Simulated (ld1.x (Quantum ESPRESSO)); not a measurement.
Br: excitation energies, all-electron against RRKJ

Br, norm-conserving RRKJ (Kleinman–Bylander form), made with ld1.x (Quantum ESPRESSO) 7.5 (Wu–Cohen, scalar-relativistic). Core [Ar], reference 3d10 4s2 4p5. Waves: 4p (bound): rc 1.85 bohr; 3d (bound): rc 0.50 bohr; 4s (bound): rc 1.55 bohr. Local part: the s channel. Core correction: Bessel-smoothed model core inside 0.25 bohr. rho0 = 0.005.

Energies are relative to the spin-unpolarised reference configuration 3d10 4s2 4p5; without spin polarisation the order of configurations can differ from experiment.

(1) Give the all-electron excitation energy and the error of the potential for: 3d10 4s2 4p4; 3d10 4s2 4p3; 3d10 4s2 4p2; 3d10 4s2 4p4.5; 3d9 4s2 4p5; 3d10 4s2 4p5.3; 3d10 4s1 4p6.

Levels in the configuration 3d10 4s1 4p6:

| level | all-electron (eV) | pseudo (eV) |
| --- | --- | --- |
| 3d | -68.261 | -68.410 |
| 4s | -20.951 | -20.970 |
| 4p | -8.455 | -8.457 |

A Bessel basis up to 400 Ry misses an occupied level by 0.17 Ry, so cutoffs and ghosts were not judged.

## Answers

(1)

```json
{"valence configuration": "3d10 4s2 4p4", "charge": "+1", "ΔE all-electron (eV)": "12.561", "error AE − PS (meV)": "-3.2"}
{"valence configuration": "3d10 4s2 4p3", "charge": "+2", "ΔE all-electron (eV)": "35.355", "error AE − PS (meV)": "-5.9"}
{"valence configuration": "3d10 4s2 4p2", "charge": "+3", "ΔE all-electron (eV)": "69.407", "error AE − PS (meV)": "+4.7"}
{"valence configuration": "3d10 4s2 4p4.5", "charge": "+0.5", "ΔE all-electron (eV)": "5.075", "error AE − PS (meV)": "-1.2"}
{"valence configuration": "3d9 4s2 4p5", "charge": "+1", "ΔE all-electron (eV)": "78.457", "error AE − PS (meV)": "-1728"}
{"valence configuration": "3d10 4s2 4p5.3", "charge": "-0.3", "ΔE all-electron (eV)": "-1.961", "error AE − PS (meV)": "+0.3"}
{"valence configuration": "3d10 4s1 4p6", "charge": "0", "ΔE all-electron (eV)": "12.398", "error AE − PS (meV)": "-9.0"}
```
